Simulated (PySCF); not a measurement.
# Nonlinear optical response: SMILES C#Cc1ccc(C=S)n1C, C$_{8}$H$_{7}$NS

Geometry (Å), atoms numbered from 1 in this order:
```xyz
17

C     1.979    0.348    2.434
C     1.225    0.450    1.487
C     0.357    0.587    0.379
C     0.260    1.648   -0.535
C    -0.742    1.317   -1.444
C    -1.252    0.061   -1.084
C    -2.287   -0.708   -1.698
S    -3.153   -0.285   -3.020
N    -0.563   -0.364    0.036
C    -0.769   -1.608    0.737
H     2.647    0.263    3.271
H     0.871    2.546   -0.508
H    -1.102    1.892   -2.295
H    -2.500   -1.674   -1.214
H    -0.069   -1.652    1.580
H    -0.580   -2.468    0.079
H    -1.795   -1.674    1.129
```

Method: PySCF, quadratic response CAM-B3LYP/aug-cc-pVDZ first hyperpolarisability, Taylor convention, gas phase. Geometry: PBE0-D3(BJ)/def2-SVP.

Task: What is the first hyperpolarisability, and how does it disperse?

Result: In 10⁻³⁰ esu, Taylor convention; the vector part is βᵢ = ⅓ Σⱼ (βᵢⱼⱼ + βⱼᵢⱼ + βⱼⱼᵢ); β∥ is 3/5 of the vector part along the dipole, the dipole points from − to +:
| process | λ (nm) | β vector norm | β∥ | β HRS | depolarisation ratio |
| --- | --- | --- | --- | --- | --- |
| static β(0;0,0) | ∞ | 14.34 | 6.34 | 6.18 | 4.42 |
| second harmonic β(−2ω;ω,ω) | 1907 | 17.67 | 7.95 | 7.56 | 4.53 |
| Pockels β(−ω;ω,0) | 1907 | 15.33 | 6.82 | – | – |
| Pockels β(−ω;ω,0) | 1064 | 17.95 | 8.09 | – | – |

Second harmonics within 0.3 eV of the first excitation or beyond it are left out.

Task: Which lowest excitations, dipole and polarisabilities go with it?

Result: S1 2.23 eV (f = 0.000); S2 3.57 eV (f = 0.643); S3 4.58 eV (f = 0.028); dipole 4.64 D; isotropic α 149.3 au static, 151.0 au at 1907 nm, 155.1 au at 1064 nm, 156.7 au at 953.5 nm.
